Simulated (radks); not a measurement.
Results of a calculation; reference values are marked as such.
Sm10+, configuration [Kr] 4d10 4f4 5s2 (the NIST ground configuration).

Code: a radial shooting solver on a logarithmic mesh with Libxc functionals. Model: scalar-relativistic Kohn-Sham, SCAN, spin-unpolarised, spherical densities, finite nucleus; meta-GGA in the generalised Kohn-Sham scheme; Fermi nuclear charge, rms radius 5.0819 fm.

Energy parts (eV):
| part | energy |
|---|---|
| total | -283025.33 |
| kinetic | 302573.06 |
| electron-nucleus | -680358.06 |
| Hartree | 101037.40 |
| exchange-correlation | -6277.72 |

Orbitals (lengths in bohr, moments of r in powers of bohr; <r^-3> diverges for s and p1/2):
\begin{tabular}{lrrrr}
orbital & occ. & eigenvalue (eV) & <r^2> & <r^-3> \\ \hline
1s & 2 & -46911.67 & 0.0007050 & - \\
2s & 2 & -7825.943 & 0.01110 & - \\
2p & 6 & -6995.045 & 0.008917 & 10170 \\
3s & 2 & -1852.673 & 0.07395 & - \\
3p & 6 & -1590.901 & 0.07415 & 2109 \\
3d & 10 & -1237.045 & 0.06272 & 285.3 \\
4s & 2 & -500.6645 & 0.3738 & - \\
4p & 6 & -413.5655 & 0.4190 & 468.2 \\
4d & 10 & -290.7392 & 0.4970 & 54.02 \\
5s & 2 & -182.7264 & 1.699 & - \\
4f & 4 & -156.4816 & 0.7062 & 8.338 \\
\end{tabular}

The highest occupied level is 4f at -156.48 eV. Summed over all electrons, <r^2> = 15.75 bohr^2, which gives a Langevin (diamagnetic) susceptibility term of -12.5 x 10^-6 cm^3/mol. The electron density at the nucleus is 5.568e+05 e/bohr^3 (large components only).

Empty levels of this run are not shown, since the potential may be unsettled where no density lies.
